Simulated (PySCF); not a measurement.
## Polarisability and C₆ of H (hydrogen, neutral)

1s1, 2S determinant. Calculation: PySCF 2.14, in aug-cc-pVQZ-DK; the spin-free X2C one-electron Hamiltonian (Gaussian nucleus). Coupled (time-dependent) response in atomic units; α is the mean over directions.

| method | mean α (bohr³) | C₆ (like pair) | S(−4) |
| --- | --- | --- | --- |
| UHF | 4.495 | 6.498 | 26.13 |

S(−4) is the Cauchy moment in α(ω) = α(0) + S(−4) ω² + …

Reference α: 4.507 bohr³ (recommended; Schwerdtfeger and Nagle, table of static dipole polarizabilities (2023 update)). Published C₆: 6.499 (Chu and Dalgarno (2004); Tang, Norbeck and Certain (1976)).

α(iu) at UHF:

```
u (hartree)  α(iu) (bohr³)
          0          4.495
     0.0500          4.431
      0.100          4.249
      0.200          3.657
      0.300          2.980
      0.500          1.903
      0.750          1.142
       1.00         0.7430
       1.50         0.3775
       2.00         0.2252
       3.00         0.1052
       5.00        0.03910
```

A single London oscillator, α(iu) = α/(1 + u²/ω²), gives C₆ = (3/4) ω α². Matching the computed C₆ needs ω = 4 × 6.498 / (3 × 4.495²) = 0.429 hartree.

For a non-relativistic one-electron ion the exact value is 9/(2Z⁴) = 4.500 bohr³; Hartree-Fock is exact here up to the basis and relativity.
